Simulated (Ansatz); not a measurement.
One change: `[F][Ga-]1([Cl])[O]C=CC=[O+]1` becomes `[CH3][Al-]1([Cl])[O]C=CC=[O+]1`.

Ansatz, PBE0-D4/def2-TZVP geometries, multiplicity 1. 

Scalar relativity is left out up to krypton.

```tsv
property	`[F][Ga-]1([Cl])[O]C=CC=[O+]1`
HOMO–LUMO gap (ωB97M-V/def2-TZVPP) / eV	9.68
LUMO energy (PBE0/def2-TZVPP) / eV	-2.83
ideal-gas entropy at 298 K and 1 bar (rigid rotor, harmonic PBE0-D4/def2-TZVP) / J/(mol·K)	397
HOMO–LUMO gap (B3LYP/def2-TZVPP) / eV	5.01
HOMO energy (PBE0/def2-TZVPP) / eV	-8.26
size of the dipole moment (B3LYP/def2-TZVPP) / D	5.86
```

Question: Give the same properties after the change, and the shifts. (Best estimate.)

Answer: Ansatz gave: 
```json
{"property": "HOMO–LUMO gap (ωB97M-V/def2-TZVPP) / eV", "`[CH3][Al-]1([Cl])[O]C=CC=[O+]1`": "9.47", "shift": "-0.21"}
{"property": "LUMO energy (PBE0/def2-TZVPP) / eV", "`[CH3][Al-]1([Cl])[O]C=CC=[O+]1`": "-2.63", "shift": "0.20"}
{"property": "ideal-gas entropy at 298 K and 1 bar (rigid rotor, harmonic PBE0-D4/def2-TZVP) / J/(mol·K)", "`[CH3][Al-]1([Cl])[O]C=CC=[O+]1`": "407", "shift": "10"}
{"property": "HOMO–LUMO gap (B3LYP/def2-TZVPP) / eV", "`[CH3][Al-]1([Cl])[O]C=CC=[O+]1`": "4.76", "shift": "-0.25"}
{"property": "HOMO energy (PBE0/def2-TZVPP) / eV", "`[CH3][Al-]1([Cl])[O]C=CC=[O+]1`": "-7.83", "shift": "0.43"}
{"property": "size of the dipole moment (B3LYP/def2-TZVPP) / D", "`[CH3][Al-]1([Cl])[O]C=CC=[O+]1`": "5.10", "shift": "-0.76"}
```

With PBE0 the HOMO rises by 0.43 eV and the LUMO rises by 0.20 eV, so the gap narrows by about 0.23 eV. PBE moves the HOMO by 0.51 eV and ωB97M-V by 0.39 eV. The zero-point energy changes by 90.4 kJ/mol with +9 modes. Dipoles are sizes alone; their direction can turn. Modes under 60 cm⁻¹, often nearly free rotors, make the harmonic entropy too high.

B3LYP here is the variant with VWN-RPA as its local correlation; programs differ in this.
